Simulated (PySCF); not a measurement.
C₂H₈GeOSi, SMILES [CH2]1[GeH2][Si@H](O1)C.

Geometry optimised at r2SCAN-D4/def2-SVP. The structure was generated by enumeration; whether it is a known compound was not checked.

Level of theory: TDA-PBE/def2-SVPD (PySCF).

Vertical excitations. The molecule is in vacuum.

Computed UV-visible absorptions:
```csv
state,energy (eV),λ (nm),f,main pairs
S1,5.51,225,0.001,HOMO−1→LUMO 97 %
S2,5.64,220,0.020,"HOMO−2→LUMO 44 %, HOMO→LUMO 42 %, HOMO→LUMO+1 10 %"
S3,5.72,217,0.002,HOMO−1→LUMO+1 85 %
S4,5.91,210,0.096,"HOMO→LUMO+1 48 %, HOMO−2→LUMO 32 %, HOMO→LUMO 7 %"
S5,5.97,208,0.034,"HOMO−2→LUMO+1 76 %, HOMO→LUMO 12 %"
S6,5.99,207,0.024,"HOMO→LUMO+2 34 %, HOMO−1→LUMO+2 21 %, HOMO→LUMO 10 %, HOMO−2→LUMO+1 10 %"
S7,6.06,205,0.026,"HOMO→LUMO+2 45 %, HOMO−1→LUMO+2 12 %, HOMO→LUMO+3 12 %, HOMO→LUMO 9 %"
S8,6.13,202,0.033,"HOMO−1→LUMO+2 55 %, HOMO−1→LUMO+3 19 %"
S9,6.28,197,0.031,"HOMO→LUMO+3 46 %, HOMO−2→LUMO+2 44 %"
S10,6.33,196,0.017,HOMO−1→LUMO+3 64 %
T1,5.01,247,0,HOMO→LUMO 89 %
T2,5.25,236,0,HOMO→LUMO+1 90 %
T3,5.36,231,0,HOMO−1→LUMO 95 %
T4,5.51,225,0,"HOMO−2→LUMO 50 %, HOMO−1→LUMO+1 32 %, HOMO→LUMO+2 11 %"
```
Triplets are in the Tamm–Dancoff approximation.
